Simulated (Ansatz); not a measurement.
System: InBr, net charge 0, singlet state. SMILES: [Br][In]
Geometry from a B3LYP-D3(BJ)/def2-TZVP (Ansatz, an electronic-structure program) optimisation:
```
In
Br 1 2.5957
```

Wanted: atomisation energy, in kcal/mol. Set-up: no spin-orbit coupling; frozen cores in correlated levels (noble-gas shells and the d and f shells of earlier blocks); def2 sets with scalar-relativistic core potentials past Kr; LANL2DZ with its own core potentials from Na on; open shells spin-unrestricted; STO-3G and 3-21G all-electron and non-relativistic; atomisation electronic, to ground-state atoms. Ab initio and DFT rows: single points at B3LYP-D3(BJ) geometries (Ansatz).

```json
[
 {"level": "HF/3-21G", "program": "Ansatz", "atomisation energy (kcal/mol)": "67.6"},
 {"level": "HF/LANL2DZ", "program": "Ansatz", "atomisation energy (kcal/mol)": "65.1"},
 {"level": "PBE/STO-3G", "program": "Ansatz", "atomisation energy (kcal/mol)": "137.9"},
 {"level": "BLYP/LANL2DZ", "program": "Ansatz", "atomisation energy (kcal/mol)": "88.4"},
 {"level": "B3LYP/STO-3G", "program": "Ansatz", "atomisation energy (kcal/mol)": "131.4"},
 {"level": "B3LYP/LANL2DZ", "program": "Ansatz", "atomisation energy (kcal/mol)": "87.5"},
 {"level": "B3LYP/def2-SVP", "program": "Ansatz", "atomisation energy (kcal/mol)": "93.4"},
 {"level": "MP2/STO-3G", "program": "Ansatz", "atomisation energy (kcal/mol)": "114.7"},
 {"level": "MP2/3-21G", "program": "Ansatz", "atomisation energy (kcal/mol)": "79.6"},
 {"level": "r2SCAN-D4/def2-TZVPD", "program": "Ansatz + dftd4", "atomisation energy (kcal/mol)": "99.1"}
]
```

No value to compare with is used here. The 9 habitual levels span 65.1 (HF/LANL2DZ) to 137.9 kcal/mol (PBE/STO-3G); r2SCAN-D4/def2-TZVPD gives 99.1.

The levels are drawn from those run, B3LYP/6-31G* more often than the rest, none by its result; runs whose electronic state is in doubt are left out.
